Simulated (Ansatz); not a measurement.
`S[SiH]1CN1` at its PBE0-D4/def2-TZVP geometry, where that method's forces vanish. The species carries charge 0 and has multiplicity 1.

```
atom   x (Å)   y (Å)   z (Å)
  S1  -0.580  -2.011   1.407
 Si2   0.228  -0.166   0.761
  C3  -0.399   0.941  -0.548
  N4   0.731  -0.001  -0.855
  H5  -1.092  -2.295   0.197
  H6   0.990   0.399   1.895
  H7  -1.302   0.757  -1.127
  H8  -0.155   2.002  -0.480
  H9   1.579   0.374  -1.251
```

**Question.** For each bond, give half the difference of the two atoms' forces along it (eV/Å; positive pushes the atoms apart) under PBE-D4, r2SCAN-D4, B3LYP-D4, ωB97M-V in def2-TZVPP. (Estimate.)

**Answer.** Ansatz gave: 
| bond | length (Å) | PBE-D4 | r2SCAN-D4 | B3LYP-D4 | ωB97M-V |
| --- | --- | --- | --- | --- | --- |
| S1–Si2 | 2.115 | 0.03 | 0.03 | 0.12 | 0.04 |
| S1–H5 | 1.344 | 0.25 | 0.01 | -0.02 | -0.09 |
| Si2–C3 | 1.826 | 0.25 | 0.12 | 0.19 | 0.10 |
| Si2–N4 | 1.701 | 0.33 | 0.12 | 0.15 | 0.07 |
| Si2–H6 | 1.479 | -0.03 | -0.06 | -0.17 | -0.16 |
| C3–N4 | 1.504 | 0.24 | 0.29 | 0.34 | 0.28 |
| C3–H7 | 1.088 | 0.07 | -0.05 | -0.13 | -0.13 |
| C3–H8 | 1.091 | 0.04 | -0.08 | -0.13 | -0.11 |
| N4–H9 | 1.008 | 0.15 | -0.04 | -0.11 | -0.12 |

B3LYP here is the variant with VWN-RPA as its local correlation; programs differ in this.
